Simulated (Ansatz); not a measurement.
```xyz
2

Be    0.0000    0.0000    0.0000
Be    0.0000    0.0000    2.2000
```

Basis set: cc-pCVTZ (spherical functions). All electrons are correlated. Charge 0, multiplicity 1.

Computed with Ansatz (development build ahead of 0.2.0); the reference of a correlated method needn't be the lowest determinant of its kind. Restricted open shells among the atoms or ions are ROHF, correlated in semicanonical orbitals with singles.

Question: Give the atomization energy at this shape (free ground-state atoms in the same class of orbitals less the molecule, no zero-point energy) of singlet Be₂ by RHF-CCSD(T), RHF-CCSD, RHF-MP2.

Answer:

| method | atomization energy |
| --- | --- |
| RHF-CCSD(T) | -0.02 eV |
| RHF-CCSD | -0.16 eV |
| RHF-MP2 | -0.11 eV |

Caution: large amplitudes, a single reference is doubtful; the reference determinant was not shown to be the lowest.
